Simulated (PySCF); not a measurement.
**Two-component Hartree-Fock for Cu¹²⁺ (copper, charge +12)**

Start: [Ne] 3s2 3p5; 3p1/2 filled at m_j = +1/2; 3p3/2 filled at m_j = -3/2, -1/2, +1/2, +3/2. Calculated with PySCF 2.14 in an even-tempered Gaussian basis (20 s from 0.88 bohr⁻², ratio 2.4; 14 p from 1.1 bohr⁻², ratio 2.4; 5 d from 6.6 bohr⁻², ratio 2.6; 4 f from 9.8 bohr⁻², ratio 2.6): generalised Hartree-Fock with the X2C-1e Hamiltonian and a Gaussian nucleus; one run each with spin-orbit coupling (SO) screened by Boettger's factors, then bare. This is a chosen level, not necessarily the ground level.

```tsv
spinor shell	electrons	ε, screened SO (eV)	ε, bare SO (eV)	weight of nominal j (bare SO)	rms radius, bare SO (bohr)
1s1/2	2	-9420.5	-9420.5	1.000	0.0601
2s1/2	2	-1508.6	-1508.6	1.000	0.252
2p1/2	2	-1361.9	-1363.0	1.000	0.224
2p3/2	4	-1342.7	-1342.2	1.000	0.227
3s1/2	2	-455.16	-455.17	0.999	0.670
3p1/2	1	-407.88	-408.09	1.000	0.670
3p3/2	4	-401.62	-401.53	1.000	0.677
```

```tsv
quantity	screened SO	bare SO
E (hartree)	-1592.18644	-1592.18630
M_J	1/2	1/2
⟨J²⟩	0.756	0.756
⟨L²⟩	2.007	2.007
⟨S²⟩	0.753	0.753
```

Each row is a mean over spinors that exchange with the open shell spreads, by up to 4.835 eV (2p1/2).
